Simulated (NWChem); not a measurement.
Molecule: C2H4F2Si; SMILES F/C=C(/F)[SiH3]

Program: NWChem. Medium grid unless said otherwise, to which SCAN and Minnesota functionals are sensitive. Geometry: optimised at PBE0/def2-SVP. Hybrids' shares of exact exchange are those that their runs print; pure functionals count as 0. The functionals differ in more than this share.

```
row                 share of exact exchange  orbital gap (eV)
------------------  -----------------------  ----------------
PBE/def2-SVP                           0.00              4.87
M06-L/def2-SVP                         0.00              5.35
B3LYP/def2-SVP                         0.20          withheld
r2SCAN0/def2-SVP                       0.25              7.43
BHandHLYP/def2-SVP                     0.50              9.42
```

Problem. Fit a straight line of the last column on the one before it, predict the withheld value, and compare with the run.

Solution. 
1. Means of the 4 shown rows: x = 0.188, y = 6.768. Slope Σ(x − x̄)(y − ȳ)/Σ(x − x̄)² = 1.492/0.1719 = 8.680; intercept 5.140.
2. The shown rows scatter about the line by 0.184 (root mean square); the largest residual is -0.27, at PBE/def2-SVP.
3. At x = 0.20 (B3LYP/def2-SVP; inside the shown range) the line gives 6.88.
4. The run gives 6.69, -0.19 from the line, 1.0 times the scatter.
